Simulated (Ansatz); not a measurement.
A made-up structure of LiZnHO₂, singlet:

| atom | x (Å) | y (Å) | z (Å) |
| --- | --- | --- | --- |
| Li1 | 1.0917 | -2.6055 | 2.0650 |
| O2 | 0.5650 | -1.2673 | 0.9859 |
| Zn3 | 0.0545 | 0.1694 | -0.2043 |
| O4 | -0.3647 | 1.6437 | -1.4846 |
| H5 | -1.3464 | 2.0596 | -1.3620 |

It is relaxed with PBE-D4/def2-SVP and then PBE0-D4/def2-TZVP (Ansatz 0.2.0). Atoms count as bonded within 1.22 times the sum of their covalent radii (H–H: 0.88 Å). The end point is not checked to be a true minimum.

(1) Does its bonding change? (Judge from chemistry; the calculation decides.)

## Answers

(1) By the calculation: No: no bond forms or breaks.

Where it ends: The first stage lowers the energy by 1.16 eV in 6 steps. It ends as LiZnHO₂ ([Li][O][Zn][OH]):
Li1  (0.970, -2.326, 1.846)
O2  (0.509, -1.132, 0.877)
Zn3  (0.050, 0.151, -0.183)
O4  (-0.327, 1.468, -1.325)
H5  (-1.203, 1.838, -1.215)
(Å)

Labels in which every atom is bracketed show which atoms are joined, not bond orders.

For scale, one of the runs: PBE0-D4/def2-TZVP relaxation, 130 basis functions, launched by `ansatz run in.yaml --threads 2 --pin off --events-out ev --progress --plain --max-ram 4352MiB`. Hardware: 2 CPU threads of an Arm Neoverse V2, shared host. Wall time about 14 s.
